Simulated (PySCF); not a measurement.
Compound: InCl2(CH2SiH3), CH₅Cl₂InSi.
Bonds: In1–Cl2, In1–Cl3, In1–C4, C4–Si5. Hydrogens: H6, H7 on C4; H8, H9, H10 on Si5.

Theory: PySCF, PBE0-D3(BJ)/def2-SVP geometry optimisation, gas phase, def2 core potentials past Kr.

Q: How far are the bound atoms from In1?

A: 3 atoms: C4 2.139 Å, Cl3 2.341 Å, Cl2 2.345 Å. The nearest atom not counted as bound is H7, at 2.66 Å.

Q: List the angles at In1.

A: 
```csv
angle,degrees,distance of the outer atoms (Å)
Cl3–In1–C4,125.1,3.98
Cl2–In1–C4,123.7,3.95
Cl2–In1–Cl3,111.2,3.87
```

Q: What is the shape at In1?

A: Planar: angles 125.1°, 123.7° and 111.2°, sum 360.0°, 0.00 Å off the plane of its three neighbours.

Q: What are the other bond lengths?

A: C4–Si5 1.883 Å; C4–H6, C4–H7 1.102 Å; Si5–H8, Si5–H9, Si5–H10 1.494 Å.

Q: Give some angles away from the centre.

A: In1–C4–Si5 113.6°.

Q: What are the rotational constants (commonest isotopes, rigid rotor)?

A: A = 1694, B = 938.8, C = 655.3 MHz: an asymmetric top.

Point group: near Cs, missed by 0.14 Å at most; the miss may be what the optimiser left on a soft mode. Charge 0, singlet. No frequency check.

One conformer stands for the species.
